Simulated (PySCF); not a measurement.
Input of a run (PBE0-D3(BJ)/def2-SVP geometry optimisation, gas phase, def2 core potentials past Kr (PySCF 2.14.0)), started from GFN2-xTB:
```
{"job": {"xc": "PBE0", "basis": "def2-SVP", "d3": "d3bj", "grid": 1, "maxiter": 40, "shake": 0.03, "kind": "geom"}, "charge": 0, "multiplicity": 1}
Sb     1.156270     1.838150     1.497910
H      2.434910     1.845810     0.470690
H      0.360680     3.044360     0.404610
Si     0.107830     0.021440     0.137160
C      0.907000    -1.641960     0.501640
C     -1.819760    -0.141030     0.708820
C      0.060860     0.290420    -1.743460
H      0.486340    -2.445890     0.022340
H      0.910150    -1.810790     1.657870
H      1.941350    -1.591980     0.234970
H     -1.895230    -0.339750     1.812620
H     -2.355590     0.748520     0.517800
H     -2.386240    -0.953680     0.190120
H     -0.545530     1.218740    -1.980360
H      1.038920     0.363260    -2.103290
H     -0.436330    -0.479560    -2.263030
```

Output (energies in Eh, forces in Eh/bohr):
```
step   0  E = -650.25055042  max force = 0.072604
step   1  E = -650.27600433  max force = 0.013364
step   2  E = -650.27735341  max force = 0.005594
step   3  E = -650.27773439  max force = 0.001465
step   4  E = -650.27780105  max force = 0.000488
step   5  E = -650.27781603  max force = 0.000380
optimisation converged
```

Summarise the run.

The energy falls by 0.742 eV over 6 energy and gradient evaluations, the largest force component goes from 0.0726 to 3.8e-04 Eh/bohr, and the atoms move by 0.066 Å rms after alignment. The bond that changes most is Si4–C6 (ends: silicon bonded to 3 C and Sb; carbon bonded to Si and 3 H), which shortens by 0.132 Å. Bonds longer at the end by more than 0.005 Å: 7 of 15; shorter: 7. Among the angles that change most is Si4–C5–H8, from 115.3° to 110.1°. The energy never rose by more than 1e-6 Eh on the way. The first step brought 93 % of the lowering.

What are the final bond lengths?

Sb1–H2 1.719 Å, Sb1–H3 1.717 Å, Sb1–Si4 2.594 Å, Si4–C5 1.884 Å, Si4–C6 1.885 Å, Si4–C7 1.883 Å, C5–H8 1.103 Å, C5–H9 1.101 Å, C5–H10 1.101 Å, C6–H11 1.101 Å, C6–H12 1.101 Å, C6–H13 1.103 Å, C7–H14 1.101 Å, C7–H15 1.100 Å, C7–H16 1.103 Å. Numbering counts from 1 in the input's order; the species is SbH2(SiMe3), `C[Si](C)(C)[SbH2]`.

The run used 141 basis functions and 40 SCF cycles in all. The run took 84 s of wall time on one thread, Intel Xeon at 2.70 GHz (x86_64), shared host, and the process peaked at 0.56 GiB of memory.

No frequency check.
